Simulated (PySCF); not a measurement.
# Relaxation of quartet B₄⁺

Computed with UPBE0 in PySCF with B def2-TZVP; no relativity; density-fitted integrals. A (50,194) grid was used.

A hand-made rhombus start, of D2h symmetry, held to at least that symmetry:

```xyz
4
charge 1 multiplicity 4, angstrom
B     0.0000    0.8500    0.0000
B     0.0000   -0.8500    0.0000
B     1.4722    0.0000    0.0000
B    -1.4722    0.0000    0.0000
```

Optimiser trace:
```csv
step,E − E(last) (kJ/mol),largest gradient (Eh/bohr)
0,27.86,0.05052
1,4.91,0.02399
2,0.30,0.00660
3,0.00,0.00064
4,0.00,0.00002
```

It ends at D2h with B–B 1.584 Å, B–B 1.618 Å (×4); B–B–B 58.6° (×2), B–B–B 60.7° (×4), B–B–B 121.4° (×2). A frequency run shows a minimum.

Final geometry:
Z-matrix (Å, degrees; charge 1 multiplicity 4):
```
B
B  1 1.5842
B  1 1.6182 2 60.69
B  1 1.6182 2 60.69 3 180.00
```

The relaxation took 7.7 s on 4 threads of a shared Arm Neoverse V2 host, with 124 basis functions and 5 gradients; the process peaked at 0.7 GiB.
